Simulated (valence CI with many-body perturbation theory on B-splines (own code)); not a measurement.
**Hf⁵¹⁺: one-electron terms**

Level of theory: configuration interaction combined with many-body perturbation theory (CI+MBPT): three valence electrons over a frozen Dirac-Fock core [Ar], radial functions for each j: 7 s, 7 p, 8 d, 6 f, 4 g, 1 h, with the one-electron correlation potential Σ1, the two-electron term Σ2, the three-electron term Σ3, Breit, model QED; selected CI, second order for the rest, scaled by the run's own slope (own B-spline code, finite nucleus).

The last digits are not significant, and no measured levels were compared; by estimate large intervals hold to a few tenths of a per cent, small ones and those within an open d or f shell to about a per cent. The list stops below the first excitations out of the core. Only levels of the ground parity were solved; by the run's estimate the other parity begins above the list, which can be wrong where configurations are misplaced.

These are the spectroscopic orbitals of the CI (the correlating ones are not listed), shaped by the core and the other valence electrons. h is the expectation value of the core's Dirac-Fock operator, without the valence repulsion; Σ1 is computed up to l = 3 at one energy for each symmetry, that of its lowest orbital but kept below the first core excitation, so for empty shells it is not the orbital's own correlation shift; Breit and QED include the response of the core.

| Orbital | h (hartree) | Σ1 (cm⁻¹) | Breit (cm⁻¹) | QED (cm⁻¹) | ⟨r⟩ (bohr) |
| --- | --- | --- | --- | --- | --- |
| 4s1/2 | -109.78 | -8449 | 14955 | 11529 | 0.3786 |
| 5s1/2 | -67.499 | -3253 | 7170 | 5652 | 0.6145 |
| 6s1/2 | -45.696 | -1636 | 3924 | 3158 | 0.9090 |
| 4p1/2 | -106.78 | -11348 | 23978 | 389 | 0.3717 |
| 5p1/2 | -66.013 | -4088 | 11732 | 204 | 0.6110 |
| 6p1/2 | -44.856 | -2010 | 6493 | 118 | 0.9089 |
| 4p3/2 | -102.58 | -10500 | 14031 | 1431 | 0.3882 |
| 5p3/2 | -63.961 | -3955 | 6929 | 721 | 0.6314 |
| 6p3/2 | -43.702 | -1977 | 4203 | 409 | 0.9335 |
| 3d3/2 | -183.03 | -22213 | 29460 | -2069 | 0.1705 |
| 4d3/2 | -98.437 | -11166 | 11299 | -601 | 0.3655 |
| 5d3/2 | -61.966 | -4266 | 5504 | -272 | 0.6154 |
| 3d5/2 | -180.47 | -20173 | 15730 | -623 | 0.1741 |
| 4d5/2 | -97.471 | -10557 | 6002 | -84.7 | 0.3699 |
| 5d5/2 | -61.482 | -3984 | 2888 | -18.4 | 0.6209 |
| 4f5/2 | -93.773 | -28968 | 1771 | -449 | 0.3274 |
| 5f5/2 | -59.775 | -11125 | 766 | -209 | 0.5835 |
| 4f7/2 | -93.415 | -22900 | 51.5 | -224 | 0.3295 |
| 5f7/2 | -59.583 | -8829 | 90.1 | -94.5 | 0.5859 |
| 5g7/2 | -58.591 |  | 166 | -65.3 | 0.5225 |
| 5g9/2 | -58.499 |  | -44.7 | -7.9 | 0.5238 |

Among the shells of the start configuration 3d3, Σ1 is largest in size for 3d3/2, where it is 0.055 % of h.

Lowest root of each symmetry, sizes in configuration state functions:

| J | Parity | Roots | Reference | Variational | Second order | Change by selected CI (cm⁻¹) | Change by second order (cm⁻¹) |
| --- | --- | --- | --- | --- | --- | --- | --- |
| 1/2 | even | 2 | 54 | 2147 | 220 | -6212 | 0 |
| 3/2 | even | 5 | 90 | 3928 | 2388 | -6121 | 0 |
| 5/2 | even | 5 | 102 | 4696 | 5112 | -4448 | 0 |
| 7/2 | even | 3 | 89 | 4525 | 508 | -5383 | 0 |
| 9/2 | even | 3 | 68 | 3836 | 442 | -5394 | 0 |
| 11/2 | even | 1 | 37 | 2573 | 579 | -5577 | -1 |
